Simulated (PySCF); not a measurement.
A side-by-side comparison of computed properties.

First species: C2H2BF3.
InChI=1S/C2H2BF3/c3-1(4)2(5)6/h3H2

Second species: CH8PSSi (charge +1).
SMILES: `CS[SiH2][PH3+]`

Levels: wB97X-D/def2-SVPD for HOMO energy, LUMO energy, HOMO–LUMO gap, static isotropic polarisability and electronic spatial extent ⟨r²⟩ about the centre of nuclear charge; TDDFT wB97X-D/def2-SVPD for lowest singlet excitation; TDA wB97X-D/def2-SVPD for lowest triplet excitation (Tamm–Dancoff); ΔSCF wB97X-D/def2-SVPD for vertical ionisation energy and vertical electron affinity; PBE0-D3(BJ)/def2-SVP for rotational constant A and rotational constant C. Geometries: PBE0-D3(BJ)/def2-SVP. Each structure is a single optimised conformer of the isolated species, non-relativistic unless stated; the electronic structure was computed with PySCF and density fitting.

Dipoles, sizes and rotational constants follow the conformer. The torsions of the flexible species, by atom-mapped SMILES:
- `[CH3:1][S:2][SiH2:3][PH3+:4]`: C1–S2–Si3–P4 179°

```tsv
property	column X	column Y
HOMO energy	-13.29 eV	-9.96 eV
LUMO energy	-3.63 eV	-0.58 eV
HOMO–LUMO gap	9.66 eV	9.38 eV
lowest singlet excitation	5.02 eV	5.37 eV
lowest triplet excitation (Tamm–Dancoff)	4.83 eV	3.29 eV
static isotropic polarisability	81.2 au	44.1 au
vertical ionisation energy	13.63 eV	10.49 eV
vertical electron affinity	3.57 eV	0.37 eV
electronic spatial extent ⟨r²⟩ about the centre of nuclear charge	888 bohr²	517 bohr²
rotational constant A	8.363 GHz	5.260 GHz
rotational constant C	1.314 GHz	2.067 GHz
```

Question: Which column belongs to which species?

Answer: Column X is the second species and column Y the first. The first has 8 atoms and 46 electrons, the second 12 and 58; their charges are 0 and +1, their HOMO energies -9.96 eV and -13.29 eV.

Question: How does each property change from the first species to the second?

Answer: HOMO energy -3.33 eV; LUMO energy -3.05 eV; HOMO–LUMO gap +0.28 eV; lowest singlet excitation -0.35 eV; lowest triplet excitation (Tamm–Dancoff) +1.54 eV; static isotropic polarisability +37.1 au; vertical ionisation energy +3.14 eV; vertical electron affinity +3.20 eV; electronic spatial extent ⟨r²⟩ about the centre of nuclear charge +371 bohr²; rotational constant A +3.103 GHz; rotational constant C -0.753 GHz.

On the first: The ΔSCF ionisation energy exceeds −ε(HOMO) by 0.53 eV with wB97X-D. In wavenumbers S1 is 43300 cm⁻¹ (1 eV = 8065.54 cm⁻¹).

On the second: The ΔSCF ionisation energy exceeds −ε(HOMO) by 0.34 eV with wB97X-D. The 10 singlets span 5.02 to 7.84 eV, and their oscillator strengths add up to 0.08.
